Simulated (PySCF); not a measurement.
Si(Cl)(OH)(SiH3)2, SMILES O[Si]([SiH3])([SiH3])Cl, PBE0/def2-SVP optimised geometry.

```
12

O      0.98    -0.98     0.00
Si    -0.69    -0.98     0.00
Si    -1.35    -1.96     2.02
Si    -1.56    -1.93    -1.97
Cl    -1.41     0.98     0.00
H      1.41    -0.62    -0.78
H     -2.85    -1.93     2.10
H     -0.78    -1.19     3.16
H     -0.89    -3.38     2.09
H     -1.02    -1.19    -3.15
H     -3.05    -1.83    -1.96
H     -1.17    -3.37    -2.08
```

Density from PBE0/def2-TZVP (PySCF) at that geometry.

Minimum of the electron density along straight lines between bonded atoms, close to the bond critical point (lines longer than 1.1 times the sum of covalent radii, or with two minima, are not listed):

| bond | length / Å | ρ at the minimum / e bohr⁻³ | ∇²ρ there / e bohr⁻⁵ | position (fraction from the first atom) |
|---|---|---|---|---|
| O1–Si2 | 1.666 | 0.133 | 0.75 | 0.59 |
| Si2–Si3 | 2.342 | 0.096 | -0.17 | 0.62 |
| Si2–Si4 | 2.352 | 0.095 | -0.17 | 0.53 |
| Si2–Cl5 | 2.096 | 0.092 | 0.19 | 0.36 |
| O1–H6 | 0.963 | 0.353 | -2.41 | 0.81 |
| Si3–H7 | 1.495 | 0.118 | 0.15 | 0.49 |
| Si3–H8 | 1.493 | 0.118 | 0.15 | 0.49 |
| Si3–H9 | 1.495 | 0.118 | 0.15 | 0.49 |
| Si4–H10 | 1.497 | 0.117 | 0.15 | 0.49 |
| Si4–H11 | 1.494 | 0.118 | 0.15 | 0.49 |
| Si4–H12 | 1.496 | 0.117 | 0.15 | 0.49 |
